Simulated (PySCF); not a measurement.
**Electron correlation in I(2+) (iodine, charge +2)**

[Kr] 4d10 5s2 5p3, high-spin 4S determinant. Calculation: PySCF 2.14, in x2c-QZVPPall (13s9p7d4f1g, 112 functions); scalar relativity by spin-free X2C-1e. Frozen: [Ar] 3d10; 23 electrons correlated.

MP2 pair energies summed by pair of shells (mhartree):

```tsv
pair	energy	share (%)
4d-4d	-337.42	44.6
4p-4d	-101.84	13.5
4d-5p	-73.70	9.8
4d-5s	-67.23	8.9
5s-5p	-48.08	6.4
4p-4p	-38.13	5.0
4s-4d	-27.78	3.7
5p-5p	-15.01	2.0
4s-4p	-13.83	1.8
4p-5s	-10.23	1.4
4p-5p	-8.42	1.1
5s-5s	-8.22	1.1
4s-4s	-3.32	0.4
4s-5s	-1.33	0.2
4s-5p	-1.24	0.2
```

Total MP2 correlation energy: -755.80 mhartree.

Same-spin part -269.57 and opposite-spin part -486.23 mhartree; SCS-MP2 scales them by 1/3 and 6/5 to -673.34 mhartree.

This basis was not built for core-valence correlation, so the inner-shell part is incomplete.
